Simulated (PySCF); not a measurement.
dimethylsulfoxide (C2H6OS), singlet, at a GFN2-xTB geometry. Base run: DF-PBE/6-311G** in PySCF.

Input for PySCF:
```python
from pyscf import gto, scf, dft

mol = gto.M(
    atom='''
S    -0.00638160    0.25789735   -0.45583475
O    -0.01284941    1.45780980    0.37857550
C     1.37076266   -0.79819518    0.18724665
C    -1.35000243   -0.82772888    0.20862756
H     1.27987622   -0.89677085    1.26308812
H    -2.29810816   -0.35220996   -0.01997107
H     1.32489255   -1.76477228   -0.30045787
H     2.30461413   -0.30224775   -0.05614119
H    -1.29083210   -1.79316578   -0.27990241
H    -1.24010316   -0.92412504    1.28289118
''',
    basis='6-311g**',
    verbose=4,
)

mf = dft.RKS(mol)
mf.xc = 'pbe'
mf = mf.density_fit(auxbasis='def2-universal-jkfit')
mf.kernel()
```

Variants of this job, named by their change:

```csv
change,basis functions,E (Eh),HOMO (eV),HOMO-LUMO gap (eV),dipole (D)
base,116,-552.87701,-5.22,5.24,3.57
basis = cc-pVDZ-DK; relativity = none (without mf = mf.density_fit(auxbasis='def2-universal-jkfit')),90,-552.57080,-4.94,5.24,3.20
basis = cc-pVTZ-DK; relativity = none (without mf = mf.density_fit(auxbasis='def2-universal-jkfit')),208,-552.63988,-5.29,5.21,3.38
basis = jorge-DZP-DKH; relativity = none (without mf = mf.density_fit(auxbasis='def2-universal-jkfit')),99,-552.68042,-5.14,5.22,3.50
basis = cc-pVDZ-DK; relativity = spin-free X2C (without mf = mf.density_fit(auxbasis='def2-universal-jkfit')),90,-553.99312,-4.93,5.25,3.19
basis = jorge-DZP-DKH; relativity = spin-free X2C; nucleus = Gaussian (with nucmod='G'; without mf = mf.density_fit(auxbasis='def2-universal-jkfit')),99,-554.01070,-5.13,5.22,3.49
basis = cc-pVTZ-DK; relativity = spin-free X2C; nucleus = Gaussian (with nucmod='G'; without mf = mf.density_fit(auxbasis='def2-universal-jkfit')),208,-554.09084,-5.29,5.21,3.37
basis = jorge-DZP-DKH; relativity = spin-free X2C (without mf = mf.density_fit(auxbasis='def2-universal-jkfit')),99,-554.01107,-5.13,5.22,3.49
basis = cc-pVTZ-DK; relativity = spin-free X2C (without mf = mf.density_fit(auxbasis='def2-universal-jkfit')),208,-554.09122,-5.29,5.21,3.37
basis = cc-pVDZ-DK; relativity = spin-free X2C; nucleus = Gaussian (with nucmod='G'; without mf = mf.density_fit(auxbasis='def2-universal-jkfit')),90,-553.99275,-4.93,5.25,3.19
```

Absolute energies of different levels of theory aren't comparable as measures of quality.

Basis sets contracted for a relativistic Hamiltonian are a mismatch without it, so the rows without relativity aren't non-relativistic limits. No row has spin-orbit coupling; sets with core potentials leave out the core electrons.
